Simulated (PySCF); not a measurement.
Electric field gradients and quadrupole coupling constants

Species: C₇H₁₀ClNSi.
Structure used (GFN2-xTB), in Å, numbered top down from 1:
```
atom  x, y, z in Å
C1     0.0097    2.7040   -1.5483
N2    -0.3965    1.5399   -1.7280
Si3   -0.0378    0.0115   -1.0074
Cl4    0.5862   -1.1229   -2.5758
C5     1.2689   -0.0406    0.3024
C6     2.1159   -0.0582    1.1602
C7     3.1313   -0.0915    2.1865
C8    -1.6558   -0.6600   -0.2989
C9    -2.7955    0.0140   -0.3599
C10   -1.5755   -2.0138    0.3372
H11    0.7600    2.9953   -0.8080
H12   -0.3957    3.5058   -2.1607
H13    2.8285   -0.7657    2.9875
H14    4.0722   -0.4426    1.7637
H15    3.2780    0.9063    2.5997
H16   -3.7165   -0.3853    0.0390
H17   -2.8552    0.9881   -0.8148
H18   -2.5470   -2.3348    0.7078
H19   -0.8680   -1.9946    1.1655
H20   -1.2122   -2.7441   -0.3846
```

Field gradients from the PBE0/pcSseg-1 density (PySCF, non-relativistic), principal values in atomic units, ordered |Vxx| ≤ |Vyy| ≤ |Vzz|:

```tsv
atom	Vxx	Vyy	Vzz
N2	0.1358	0.8901	-1.0259
Cl4	-0.9786	-1.1548	2.1334
```

Task: Find the asymmetry η = (Vxx − Vyy)/Vzz and the couplings χ = eQV/h (234.96 MHz × Q in barn × V in au), with Q(14N) = 0.02044 b, Q(35Cl) = −0.0817 b.

Result: 
| atom | environment | nucleus | η | χzz (MHz) | χxx (MHz) | χyy (MHz) |
| --- | --- | --- | --- | --- | --- | --- |
| N2 | C=N nitrogen | 14N | 0.74 | -4.927 | 0.652 | 4.275 |
| Cl4 | silicon-bound chlorine | 35Cl | 0.08 | -40.95 | 18.79 | 22.17 |

The tensor is traceless: Vxx + Vyy + Vzz = 0.

Task: What is Vzz at N2 in SI units (1 au = 9.71736 × 10²¹ V/m²)?

Result: -1.0259 au = -9.969 × 10²¹ V/m².

Task: And the gradient at the other heavy atoms, for which no coupling is worked out here?

Result: 
| atom | environment | Vzz (au) | η |
| --- | --- | --- | --- |
| C1 | C=N carbon | 0.494 | 0.08 |
| Si3 | chlorine-bound silicon | 0.450 | 0.91 |
| C5 | alkyne carbon | -0.293 | 0.01 |
| C6 | alkyne carbon | -0.363 | 0.08 |
| C7 | propargylic carbon | 0.129 | 0.03 |
| C8 | fully substituted alkene carbon | 0.331 | 0.49 |
| C9 | terminal =CH2 carbon | 0.338 | 0.37 |
| C10 | allylic carbon | 0.074 | 0.27 |

Were the hydrogens deuterons (Q(2H) = 0.00286 b), χzz would run from 198 kHz (H11) to 224 kHz (H17).

Geometry: GFN2-xTB, one conformer, isolated molecule. GFN2-xTB bond lengths can be off by several hundredths of an ångström, more for odd bonds, and the gradients follow them. The basis is small and wasn't made for field gradients, so the couplings can be 20 % off.
